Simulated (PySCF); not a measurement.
A run for PySCF: D3(BJ) and D4 dispersion corrections on C2H6F2 (a complex), monomers drawn apart or pushed together.

```python
from pyscf import gto
from pyscf.dispersion import dftd3, dftd4

mol = gto.M(
    atom='''
    C    -0.23193803    0.52333371    0.46189493
    F     1.06119503    0.13771344    0.82245860
    H    -0.80462488    0.70245050    1.37047248
    H    -0.16614723    1.43274568   -0.13618579
    H    -0.68070591   -0.28023883   -0.12286077
    C     0.65111458    0.29137653    3.92412371
    F    -0.64259125    0.67502788    3.56351339
    H     0.58645375   -0.61599969    4.52548797
    H     1.22298143    0.10944580    3.01556477
    H     1.10003618    1.09727342    4.50562954
    ''',
    basis='def2-svp',
    charge=0, spin=0, verbose=0, max_memory=1800)
d3, d4 = {}, {}
for xc in ['hf', 'pbe', 'blyp', 'revpbe', 'tpss', 'r2scan', 'b3lyp', 'pbe0', 'bhlyp', 'camb3lyp', 'b2plyp']:
    d3[xc] = float(dftd3.DFTD3Dispersion(mol, xc=xc, version='d3bj', atm=False).get_dispersion()['energy'])
    print(f'D3(BJ) {xc:10s} {d3[xc]:14.8f} Eh')
for xc in ['hf', 'pbe', 'blyp', 'revpbe', 'tpss', 'r2scan', 'b3lyp', 'pbe0', 'bhlyp', 'camb3lyp', 'b2plyp']:
    d4[xc] = float(dftd4.DFTD4Dispersion(mol, xc={'camb3lyp': 'cam-b3lyp'}.get(xc, xc), atm=True).get_dispersion()['energy'])
    print(f'D4     {xc:10s} {d4[xc]:14.8f} Eh')
```

The log:

```
D3(BJ) hf            -0.03277083 Eh
D3(BJ) pbe           -0.00392019 Eh
D3(BJ) blyp          -0.00776557 Eh
D3(BJ) revpbe        -0.01030516 Eh
D3(BJ) tpss          -0.00475730 Eh
D3(BJ) r2scan        -0.00113688 Eh
D3(BJ) b3lyp         -0.00628396 Eh
D3(BJ) pbe0          -0.00325606 Eh
D3(BJ) bhlyp         -0.00463133 Eh
D3(BJ) camb3lyp      -0.00274784 Eh
D3(BJ) b2plyp        -0.00274883 Eh
D4     hf            -0.01318748 Eh
D4     pbe           -0.00345803 Eh
D4     blyp          -0.00763659 Eh
D4     revpbe        -0.01256877 Eh
D4     tpss          -0.00465711 Eh
D4     r2scan        -0.00096659 Eh
D4     b3lyp         -0.00538354 Eh
D4     pbe0          -0.00291228 Eh
D4     bhlyp         -0.00355031 Eh
D4     camb3lyp      -0.00288132 Eh
D4     b2plyp        -0.00243073 Eh
```

The run finished.

Cost: around 0.04 core-seconds (rough).
